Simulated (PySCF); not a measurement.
C₅H₈N₂O₂.
Structure used (GFN2-xTB), in Å, numbered top down from 1:
```xyz
17
C5H8N2O2 angstrom
C     -2.8433   -0.0180   -0.6442
O     -2.1736   -0.6920    0.3952
C     -0.8874   -0.2189    0.6739
C      0.1577   -0.6056   -0.4000
C      1.4864   -0.1139    0.0117
N      1.9921    1.0665   -0.2004
C      3.1908    0.9988    0.4315
N      3.4136   -0.1465    0.9993
O      2.3052   -0.8869    0.7346
H     -2.7998    1.0679   -0.5036
H     -3.8794   -0.3474   -0.6004
H     -2.4304   -0.2673   -1.6273
H     -0.8894    0.8756    0.7870
H     -0.6100   -0.6772    1.6270
H     -0.1043   -0.1426   -1.3511
H      0.1778   -1.6907   -0.5033
H      3.8870    1.8103    0.4587
```

Computed with B3LYP/def2-SVPD in PySCF (dipole) on a GFN2-xTB geometry, gas phase.

Take the most abundant isotopes and a rigid rotor. The values belong to one conformer with, in the numbering `[CH3:1][O:2][CH2:3][CH2:4][c:5]1[n:6][cH:7][n:8][o:9]1`, C1–O2–C3–C4 -73°, O2–C3–C4–C5 -178°, C3–C4–C5–N6 -86°.

(1) What are A, B and C (cm⁻¹)?

(2) What kind of rotor is it?

(3) What does the inertial defect say?

(4) Give the other two planar moments, Paa and Pbb, and the rms extents of the mass along the axes.

(5) List the rotational levels J(Ka,Kc) to J = 3 (K).

(6) Which types of transition are allowed, and where do some lines up to J = 2 fall?

(7) Estimate the classical rotational partition function at 10 K, 100 K and 298.15 K.

Results:

(1) Ia = 87.68, Ib = 664.66, Ic = 705.41 u·Å²; 505379 MHz·u·Å²/I gives 5764, 760.4 and 716.4 MHz, that is A = 0.19226, B = 0.02536, C = 0.02390 cm⁻¹.

(2) A near-prolate asymmetric top. Ray's parameter κ = (2B − A − C)/(A − C) = -0.983; −1 is the prolate and +1 the oblate limit.

(3) Not planar: Δ = Ic − Ia − Ib = -46.93 u·Å². For a rigid frame Δ = −2 Σ m c², so Σ m c² = 23.46 u·Å² lies off the ab plane: 8.12 from hydrogen and 15.34 from heavier atoms. The atom farthest from that plane is 1.33 Å away.

(4) Paa = Σ m a² = (Ib + Ic − Ia)/2 = 641.20 and Pbb = Σ m b² = (Ia + Ic − Ib)/2 = 64.22 u·Å². With the mass M = 128.06 u, the rms extents √(P/M) along a, b and c are 2.24, 0.71, 0.43 Å.

(5) Above 0(0,0), as E/k:
J = 1: 1(0,1) 0.071, 1(1,1) 0.311, 1(1,0) 0.313
J = 2: 2(0,2) 0.213, 2(1,2) 0.451, 2(1,1) 0.457, 2(2,1) 1.177, 2(2,0) 1.177
J = 3: 3(0,3) 0.425, 3(1,3) 0.660, 3(1,2) 0.673, 3(2,2) 1.390, 3(2,1) 1.390, 3(3,1) 2.596, 3(3,0) 2.596

(6) The dipole components are |μa| = 1.58 D, |μb| = 1.64 D, |μc| = 0.50 D. Intensities carry the squares of the components, which stand as 0.93 : 1.00 : 0.09 (a : b : c). Some lines, for components of 0.1 D or more:

```
type  branch         J(Ka,Kc)    MHz  lower level (cm⁻¹)
   a       R  1(0,1) ← 0(0,0)   1477               0.000
   a       R  2(1,2) ← 1(1,1)   2910               0.216
   a       R  2(0,2) ← 1(0,1)   2953               0.049
   a       R  2(1,1) ← 1(1,0)   2997               0.218
   c       Q  2(1,2) ← 2(0,2)   4960               0.148
   c       Q  1(1,1) ← 1(0,1)   5003               0.049
   b       Q  1(1,0) ← 1(0,1)   5047               0.049
   b       Q  2(1,1) ← 2(0,2)   5092               0.148
   b       R  1(1,1) ← 0(0,0)   6480               0.000
   c       R  1(1,0) ← 0(0,0)   6524               0.000
   b       R  2(1,2) ← 1(0,1)   7913               0.049
   c       R  2(1,1) ← 1(0,1)   8045               0.049
   c       Q  2(2,1) ← 2(1,1)  15010               0.318
   b       Q  2(2,0) ← 2(1,1)  15011               0.318
   b       Q  2(2,1) ← 2(1,2)  15142               0.313
   b       R  2(2,1) ← 1(1,0)  18008               0.218
   c       R  2(2,0) ← 1(1,0)  18008               0.218
   c       R  2(2,1) ← 1(1,1)  18052               0.216
   b       R  2(2,0) ← 1(1,1)  18052               0.216
```

(7) Point group C1, symmetry number σ = 1; q = (√π/σ)·√((kT/h)³/(ABC)), k/h = 20836.6 MHz/K: 3010 at 10 K, 95100 at 100 K, 490000 at 298.15 K.

Stationary, but not proved a minimum. Zero-point vibration and centrifugal distortion are left out. A rigid rotor knows nothing of internal rotation, which can split or shift real lines. Quadrupole hyperfine structure (14N) is left out.

Hardware: one thread of an Arm Neoverse V1, shared host. Cost: 57 s of wall time, 0.97 GiB resident at most. This is the B3LYP/def2-SVPD job that gave the dipole, with the excitations it also computed.
